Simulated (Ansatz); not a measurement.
Total energies of Ge24PH34 from Ansatz at PBE-D4/def2-SVP, gas phase (1 Eh = 27.2114 eV = 2625.5 kJ/mol). The reference geometry is relaxed at PBE-D4/def2-SVP.

Cartesian coordinates in Å:
```
Ge 1.5337 1.3382 -2.3309
Ge 5.5266 -1.5916 -0.2566
Ge -2.2640 0.4864 -2.8663
Ge 1.7243 -2.1026 -1.2121
Ge -1.2964 3.3903 -0.5441
Ge 2.6430 0.7662 1.0701
Ge -5.1823 2.9033 -1.4932
Ge -4.9240 -0.8530 -0.3276
Ge -3.8819 2.2729 2.1726
Ge -1.0054 -3.1680 1.4701
Ge -0.1425 -0.5027 3.6066
Ge 2.8457 -2.8983 2.4738
Ge -0.0817 0.5390 -3.9803
Ge 0.9264 3.5750 -1.5595
Ge -2.8767 2.7821 -2.3034
Ge 4.0172 -2.2583 -2.0584
Ge 4.9696 0.7193 0.3080
P 1.0307 0.0132 -0.4637
Ge 5.1649 -3.0302 1.6932
Ge -2.5277 -0.9614 -0.8907
Ge 1.2893 -3.5605 0.7024
Ge -1.5753 1.8943 1.3931
Ge 2.2459 -0.5974 3.0611
Ge -5.4089 1.4255 0.4471
Ge -1.6568 -0.6806 1.5278
H 3.0210 1.2060 -2.7860
H 7.0139 -1.7015 -0.7165
H -3.3035 -0.0992 -3.8810
H 0.7057 -2.4195 -2.3524
H -1.6734 4.7954 0.0368
H 2.1974 2.2367 1.3473
H -6.1500 2.4722 -2.6350
H -5.5149 4.3759 -1.1102
H -5.8253 -1.1386 -1.5701
H -5.2786 -1.8944 0.7739
H -4.1821 3.7916 2.3739
H -4.1293 1.5497 3.5286
H -2.0286 -3.9689 0.6077
H -1.1294 -3.6813 2.9390
H -0.4806 0.7882 4.4144
H -0.4950 -1.7264 4.5099
H 2.6559 -3.8259 3.7146
H -0.1636 1.5311 -5.1784
H 0.3341 -0.8526 -4.5369
H 0.8361 4.5537 -2.7677
H 1.9888 4.1316 -0.5693
H -2.6512 3.7013 -3.5452
H 4.2010 -1.3340 -3.2967
H 4.2930 -3.7244 -2.5063
H 5.1526 1.6436 -0.9306
H 5.8868 1.2540 1.4478
H 5.5056 -4.5025 1.3146
H 6.1302 -2.5997 2.8376
H -2.1571 -2.4065 -1.3673
H 1.5053 -5.0552 0.3059
H -0.5593 2.3989 2.4727
H 3.1222 -0.0829 4.2468
H -6.8806 1.5058 0.9634
H -3.0411 -0.8231 2.2755
```

```json
{"state": "charge 0 doublet", "geometry": "reference", "energy (Eh)": "-50196.39055"}
{"state": "charge 1 singlet", "geometry": "reference", "energy (Eh)": "-50196.17337"}
{"state": "charge -1 singlet", "geometry": "reference", "energy (Eh)": "-50196.48600"}
{"state": "free Ge atom (triplet)", "geometry": "–", "energy (Eh)": "-2076.34106"}
{"state": "free P atom (quartet)", "geometry": "–", "energy (Eh)": "-340.98790"}
{"state": "free H atom (doublet)", "geometry": "–", "energy (Eh)": "-0.49863"}
```

Single mean-field runs in def2-SVP are fitted with def2-universal-jkfit.

Other spin states of the ions weren't run at this level and may lie lower.

Q: Work out the vertical ionisation energy to the singlet.

A: E(charge 1 singlet) − E(charge 0 doublet) = -50196.17337 − (-50196.39055) = 0.21718 Eh = 5.91 eV. For comparison, −ε of the highest occupied level of the spin that leaves is 4.33 eV at this level, 1.58 eV less.

Q: Work out the vertical electron affinity, to the singlet.

A: E(charge 0 doublet) − E(charge -1 singlet) = -50196.39055 − (-50196.48600) = 0.09545 Eh = 2.60 eV. The basis lacks diffuse functions, which makes affinities too small.

Q: Give the fundamental gap IE − EA, the Mulliken electronegativity (IE + EA)/2 and the hardness (IE − EA)/2.

A: From the values in Eh: IE − EA = 0.21718 − 0.09545 = 0.12173 Eh = 3.31 eV; (IE + EA)/2 = 4.25 eV; (IE − EA)/2 = 1.66 eV.

Q: What is the binding energy per atom against free atoms?

A: Atoms: 24 × (-2076.34106) + 1 × (-340.98790) + 34 × (-0.49863) = -50190.12676 Eh. Binding: -50190.12676 − (-50196.39055) = 6.26379 Eh = 170.45 eV, or 2.89 eV for each of 59 atoms (no zero-point energy, no counterpoise term).
